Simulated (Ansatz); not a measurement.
Mulliken charges of FH$_{5}$O$_{2}$SiSn (`O[SiH](F)[O][SnH3]`) from B3LYP/def2-TZVPP in Ansatz (PBE0-D4/def2-TZVP geometry).

```
atom   x (Å)   y (Å)   z (Å)  charge (e)
  O1   0.789   0.592  -1.522      -0.394
 Si2  -0.127  -0.730  -1.214       0.787
  F3  -1.560  -0.495  -1.880      -0.331
  O4  -0.234  -0.890   0.374      -0.597
 Sn5  -0.021   0.403   1.855       0.802
  H6   0.760   0.976  -2.399       0.187
  H7   0.411  -1.953  -1.835      -0.111
  H8   1.650   0.682   2.005      -0.113
  H9  -0.680  -0.432   3.181      -0.117
 H10  -0.904   1.796   1.438      -0.111
```

By hand: the dipole of these point charges (1 e Å = 4.8032 D).

Σ q r = (0.318, 0.384, 0.528) e Å, of length 0.726 e Å = 3.49 D.

How does the dipole of the full density compare? (Best estimate.)

The calculation gave: (0.211, 0.307, 0.173) e Å, 1.97 D; the point charges give 1.77 times that, at 22° from its direction.

Point charges leave out the atoms' own dipoles, such as those of lone pairs, and Mulliken's split depends on the basis, so the two needn't agree.

B3LYP here is the variant with VWN-RPA as its local correlation; programs differ in this.
